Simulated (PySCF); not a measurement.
Radial density of Xe (xenon, neutral)

UHF, [Kr] 4d10 5s2 5p5 6s1, high-spin 3P determinant (an excited configuration). Calculation: PySCF 2.14, in aug-cc-pVDZ-PP with ECP28MDF (5s4p3d, 32 functions); scalar relativity through the core potential. This is the valence pseudo-density: the core potential removes the inner electrons and smooths the orbitals near the nucleus.

```json
{"r (bohr)": "0.00125", "4πr²ρ (e/bohr)": "1.377e-05", "4πr²(ρα − ρβ)": "0.0000"}
{"r (bohr)": "0.00210", "4πr²ρ (e/bohr)": "3.875e-05", "4πr²(ρα − ρβ)": "0.0000"}
{"r (bohr)": "0.00353", "4πr²ρ (e/bohr)": "0.0001080", "4πr²(ρα − ρβ)": "0.0000"}
{"r (bohr)": "0.00594", "4πr²ρ (e/bohr)": "0.0002932", "4πr²(ρα − ρβ)": "0.0000"}
{"r (bohr)": "0.00998", "4πr²ρ (e/bohr)": "0.0007414", "4πr²(ρα − ρβ)": "0.0000"}
{"r (bohr)": "0.0168", "4πr²ρ (e/bohr)": "0.001579", "4πr²(ρα − ρβ)": "0.0000"}
{"r (bohr)": "0.0282", "4πr²ρ (e/bohr)": "0.002508", "4πr²(ρα − ρβ)": "0.0000"}
{"r (bohr)": "0.0475", "4πr²ρ (e/bohr)": "0.003353", "4πr²(ρα − ρβ)": "0.0000"}
{"r (bohr)": "0.0799", "4πr²ρ (e/bohr)": "0.005960", "4πr²(ρα − ρβ)": "0.0001"}
{"r (bohr)": "0.134", "4πr²ρ (e/bohr)": "0.04230", "4πr²(ρα − ρβ)": "0.0003"}
{"r (bohr)": "0.226", "4πr²ρ (e/bohr)": "0.4905", "4πr²(ρα − ρβ)": "0.0029"}
{"r (bohr)": "0.380", "4πr²ρ (e/bohr)": "6.700", "4πr²(ρα − ρβ)": "0.0480"}
{"r (bohr)": "0.640", "4πr²ρ (e/bohr)": "28.61", "4πr²(ρα − ρβ)": "0.1242"}
{"r (bohr)": "1.08", "4πr²ρ (e/bohr)": "13.07", "4πr²(ρα − ρβ)": "0.0817"}
{"r (bohr)": "1.81", "4πr²ρ (e/bohr)": "4.971", "4πr²(ρα − ρβ)": "0.6211"}
{"r (bohr)": "3.04", "4πr²ρ (e/bohr)": "1.358", "4πr²(ρα − ρβ)": "0.2999"}
{"r (bohr)": "5.12", "4πr²ρ (e/bohr)": "0.3402", "4πr²(ρα − ρβ)": "0.3001"}
{"r (bohr)": "8.61", "4πr²ρ (e/bohr)": "0.01142", "4πr²(ρα − ρβ)": "0.0114"}
```

Energies and moments cover only the electrons outside the core potential. The outer electron is Rydberg-like, and this basis confines it to a smaller radius and binds it less than a complete one would.
